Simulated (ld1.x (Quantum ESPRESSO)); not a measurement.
# Plane-wave convergence, ultrasoft potential for S

ld1.x (Quantum ESPRESSO) 7.5 input, shortened:

```
&input
   title='S', zed=16., rel=1, dft='PBE', iswitch=3,
   config='[Ne] 3s1 3p5 3d-2'
 /
 &inputp
   pseudotype=3, tm=.true., lloc=-1, rcloc=1.15,
   nlcc=.false.,
   which_augfun='PSQ', rmatch_augfun=0.85
 /
5
3S  1  0   1.00   0.00  0.95  1.25  0.0
3S  1  0   0.00  -0.25  0.95  1.25  0.0
3P  2  1   5.00   0.00  1.60  1.80  0.0
3P  2  1   0.00   1.45  1.60  1.80  0.0
3D  3  2  -2.00  -0.10  1.40  1.70  0.0
 &test
   configts(1)='3s1 3p5'
 /
```

The pseudo-atom Hamiltonian at the reference potential is diagonalised in spherical Bessel functions j_l(qr) that vanish at 20 bohr, with q² up to the cutoff. All-electron valence levels (Ry): 3s -1.3180, 3p -0.5557.

How do the lowest levels (Ry) of each channel move with the cutoff, and are there ghosts?

```tsv
cutoff (Ry)	s #1	s #2	p #1	p #2	d #1	d #2	f #1	f #2	Σ f·Δε (mRy)
8	-1.2507	-0.0260	-0.5055	0.0318	0.0707	0.1542	0.1177	0.2501	318.5
10	-1.2659	-0.0267	-0.5295	0.0310	0.0706	0.1533	0.1177	0.2501	182.9
15	-1.2953	-0.0281	-0.5519	0.0304	0.0704	0.1518	0.1177	0.2501	41.8
18	-1.3090	-0.0288	-0.5542	0.0303	0.0703	0.1510	0.1177	0.2501	16.8
21	-1.3139	-0.0291	-0.5551	0.0303	0.0703	0.1506	0.1177	0.2501	7.0
25	-1.3164	-0.0293	-0.5556	0.0303	0.0703	0.1504	0.1177	0.2501	2.2
35	-1.3175	-0.0293	-0.5556	0.0303	0.0702	0.1502	0.1177	0.2501	0.8
40	-1.3176	-0.0293	-0.5557	0.0303	0.0702	0.1502	0.1177	0.2501	0.6
400	-1.3181	-0.0294	-0.5557	0.0303	0.0702	0.1502	0.1177	0.2501	0.0
```

Result: no extra level below or beside the all-electron valence levels (s, p, d, f tested); 10 mRy is reached at 21 Ry and 1 mRy at 30 Ry.

Test run stopped at test 5 of 7 (negative rho).
